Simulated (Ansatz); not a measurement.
Start from `CCOBO` and change one atom or group to get `CCOC`.

Ansatz, PBE0-D4/def2-TZVP geometries, multiplicity 1. Each molecule was computed in one conformer, which needn't be the lowest.

```
                                      property  `CCOBO`
size of the dipole moment (PBE/def2-TZVPP) / D     1.90
         HOMO–LUMO gap (B3LYP/def2-TZVPP) / eV     8.95
          HOMO–LUMO gap (PBE0/def2-TZVPP) / eV     9.47
         LUMO energy (ωB97M-V/def2-TZVPP) / eV     2.54
           LUMO energy (B3LYP/def2-TZVPP) / eV     0.62
             LUMO energy (PBE/def2-TZVPP) / eV    -0.06
```

(1) Give the same properties after the change, and the shifts. (Estimate.)

Results:

(1) Ansatz gave: 
| property | `CCOC` | shift |
| --- | --- | --- |
| size of the dipole moment (PBE/def2-TZVPP) / D | 1.01 | -0.89 |
| HOMO–LUMO gap (B3LYP/def2-TZVPP) / eV | 8.16 | -0.79 |
| HOMO–LUMO gap (PBE0/def2-TZVPP) / eV | 8.73 | -0.74 |
| LUMO energy (ωB97M-V/def2-TZVPP) / eV | 2.82 | 0.28 |
| LUMO energy (B3LYP/def2-TZVPP) / eV | 1.01 | 0.39 |
| LUMO energy (PBE/def2-TZVPP) / eV | 0.55 | 0.61 |

With PBE0 the HOMO rises by 1.21 eV and the LUMO rises by 0.47 eV, so the gap narrows by about 0.74 eV. PBE moves the HOMO by 1.25 eV and ωB97M-V by 1.18 eV. Dipoles are sizes alone; their direction can turn.

B3LYP here is the variant with VWN-RPA as its local correlation; programs differ in this.
